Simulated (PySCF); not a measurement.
# Bond lengths and vibrations by method: ClGeH3Si

These are calculations, not measurements. They come from PySCF 2.14.0, an open-source quantum chemistry program, on an isolated molecule that a program drew, which may never have been made. The molecule is ClGeH3Si (charge 0, singlet), drawn as the SMILES string `[SiH3][Ge][Cl]`.

The geometry was optimised and harmonic frequencies were computed with HF and MP2, all in the cc-pV(D+d)Z basis, for the commonest isotopes, with a restricted reference for singlets and an unrestricted one otherwise, and a frozen core in MP2. Germanium has the cc-pVDZ-PP basis, with a core potential (ECP10MDF) in place of its 10 inner electrons, and its 3s, 3p and 3d shells are frozen in MP2. Each result is a local minimum of its method.

Geometry at the HF minimum:
```xyz
6
ClGeH3Si, angstrom
Si    0.8905    0.4134    0.5173
Ge    0.2570    1.5527   -1.6181
Cl   -1.8768    1.7719   -1.0224
H     2.3387    0.0835    0.5406
H     0.5864    1.3068    1.6612
H     0.1139   -0.8435    0.6477
```

Lengths of the bonds as drawn, in Å (atoms numbered as above):
```
bond,HF,MP2
Si1-Ge2,2.502,2.503
Ge2-Cl3,2.226,2.214
Si1-H4,1.486,1.488
Si1-H5,1.483,1.487
Si1-H6,1.483,1.487
```

Rotational constants, in GHz:
```
constant     HF    MP2
       A  5.212  5.104
       B  2.468  2.538
       C  1.708   1.73
```

Harmonic frequencies in cm^-1, each column in rising order, so a row needn't be the same motion in every method:
| rank | HF | MP2 |
|---|---|---|
| 1 | 83 | 83 |
| 2 | 122 | 115 |
| 3 | 320 | 312 |
| 4 | 381 | 383 |
| 5 | 423 | 395 |
| 6 | 532 | ? |
| 7 | 952 | 887 |
| 8 | 1011 | 961 |
| 9 | 1025 | 975 |
| 10 | 2288 | 2249 |
| 11 | 2298 | 2265 |
| 12 | 2304 | 2268 |

**Estimate the missing MP2 frequency from the HF column.**

A single factor s that minimises the squared misfit of MP2 against s times HF over the other rows is sum(HF x MP2) / sum(HF^2) = 0.9779, with an rms misfit of 20 cm^-1. For rank 6 it gives 0.9779 x 532 = 520 cm^-1. The calculation gives 487 cm^-1, 33 cm^-1 below the estimate. The drawn bonds are on average as long in MP2 as in HF.
